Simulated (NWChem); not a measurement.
System: C2H2F4; SMILES FC(F)C(F)F

```xyz
8

F      1.0923    -1.3561     0.0787
C      0.0000    -0.6871    -0.3249
F     -1.0923    -1.3561     0.0789
C      0.0000     0.6871     0.3249
F     -1.0923     1.3561    -0.0789
F      1.0923     1.3561    -0.0787
H     -0.0002    -0.6053    -1.4264
H     -0.0002     0.6053     1.4264
```
Atoms are numbered in this order, from 1.

Level: PBE0/def2-SVP (NWChem), optimised geometry, unscaled harmonic frequencies. 

| frequency (cm⁻¹) | IR intensity (km/mol) |
|---|---|
| 83 | 2.2 |
| 204 | 2.6 |
| 369 | 0.0 |
| 416 | 47.6 |
| 496 | 0.0 |
| 559 | 10.6 |
| 646 | 0.0 |
| 1138 | 0.0 |
| 1181 | 0.0 |
| 1185 | 0.0 |
| 1189 | 226.9 |
| 1215 | 366.7 |
| 1323 | 37.1 |
| 1379 | 79.7 |
| 1409 | 0.0 |
| 1495 | 0.0 |
| 3101 | 0.0 |
| 3111 | 54.4 |

```
Property                                                                           Result
-----------------------------------------------------------------------  ----------------
zero-point energy                                                           29.3 kcal/mol
thermal correction to the enthalpy at 298.15 K (with zero-point energy)     33.3 kcal/mol
heat capacity Cv                                                         17.6 cal/(mol K)
entropy at 298.15 K and 1 atm (symmetry number 2)                        74.8 cal/(mol K)
dipole moment                                                                      0.00 D
```

Rigid rotor and harmonic oscillator; modes under 100 cm⁻¹ make the entropy uncertain.
